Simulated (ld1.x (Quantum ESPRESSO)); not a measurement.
Reading a pseudo-wave (carbon (C))

Columns: radius, all-electron u(r) and pseudo u(r) of the 2p shell (level -10.81 eV) of carbon in the configuration [He] 2s2 2p1.5; BP86, non-relativistic, RRKJ scheme, ld1.x (Quantum ESPRESSO) 7.5.

| r (bohr) | all-electron | pseudo |
| --- | --- | --- |
| 0.135 | 0.0845 | 0.0241 |
| 0.270 | 0.2392 | 0.0932 |
| 0.405 | 0.3919 | 0.1984 |
| 0.540 | 0.5189 | 0.3261 |
| 0.675 | 0.6159 | 0.4608 |
| 0.810 | 0.6840 | 0.5871 |
| 0.945 | 0.7257 | 0.6921 |
| 1.080 | 0.7448 | 0.7670 |
| 1.215 | 0.7460 | 0.8082 |
| 1.350 | 0.7336 | 0.8166 |
| 1.485 | 0.7112 | 0.7974 |
| 1.620 | 0.6819 | 0.7579 |
| 1.755 | 0.6480 | 0.7064 |
| 1.890 | 0.6112 | 0.6505 |
| 2.025 | 0.5731 | 0.5957 |
| 2.160 | 0.5346 | 0.5453 |
| 2.295 | 0.4965 | 0.5003 |
| 2.430 | 0.4593 | 0.4602 |
| 2.565 | 0.4235 | 0.4236 |
| 2.700 | 0.3893 | 0.3893 |
| 2.835 | 0.3569 | 0.3569 |
| 2.970 | 0.3265 | 0.3265 |
| 3.105 | 0.2980 | 0.2980 |
| 3.240 | 0.2714 | 0.2714 |
| 3.375 | 0.2468 | 0.2468 |
| 3.510 | 0.2240 | 0.2240 |

Question: How many radial nodes do the two functions have?

Answer: The all-electron 2p function has n − l − 1 = 0; the pseudo-wave has 0.

Question: At about which radius was the pseudo-wave matched?

Answer: 2.70 bohr. The columns agree to 0.0005 from 2.56 bohr on; several derivatives are matched, so the curves merge somewhat inside the radius.

Question: Is the pseudo-wave norm-conserving?

Answer: Yes: the RRKJ scheme keeps the norm inside the radius equal to the all-electron one, which fixes the energy derivative of the logarithmic derivative at the level.
